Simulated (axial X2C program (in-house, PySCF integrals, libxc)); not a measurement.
GeS⁺: from Re and ωe to a spectrum

A bond curve at the PBE0 level, with spin–orbit coupling, was computed with an in-house relativistic program for diatomic molecules (basis Ge dyall-cv3z [9s9p7d4f1g], S dyall-av3z [9s8p3d2f] (cores contracted in-house)) for the state Ω = 3/2 (⟨Sz⟩ = 0.50, ⟨Lz⟩ = 1.00 at PBE0). Its fit gives Re = 2.1671 Å, ωe = 455.9 cm⁻¹, ωexe = 1.3 cm⁻¹ and αe = 6.779e-04 cm⁻¹; the masses are 73.9212 and 31.9721 u. Two-component means X2C with spin–orbit coupling and atomic mean-field Coulomb and Gaunt terms.

Problem. Find the reduced mass, Be and the force constant.

Solution. From the PBE0 values: μ = 22.3188 u. Be = 16.8576/(μ Re²) = 0.1608 cm⁻¹. k = 5.8918×10⁻⁷ μ ωe² = 2.73 mdyn/Å.

Problem. Where do the fundamental and the first overtone lie?

Solution. ν(1←0) = ωe − 2ωexe = 453.3 cm⁻¹; ν(2←0) = 2ωe − 6ωexe = 904.0 cm⁻¹.

Problem. A Morse curve ties αe to the other constants (Pekeris). How well does that hold?

Solution. αe(Morse) = 6Be²/ωe × (√(ωexe/Be) − 1) = 6.274e-04 cm⁻¹; the PBE0 curve gives 6.779e-04 cm⁻¹, a ratio of 0.93.

Problem. Estimate the centrifugal constant by the Kratzer relation.

Solution. D = 4Be³/ωe² = 8.01e-08 cm⁻¹.

The state is one determinant whose occupation by symmetry is held fixed; it was picked as the lowest of a PBE0 search that is not exhaustive. Density functionals use the spin component along the axis (collinear). Without a current term, density functionals place determinants with orbital angular momentum somewhat too high.
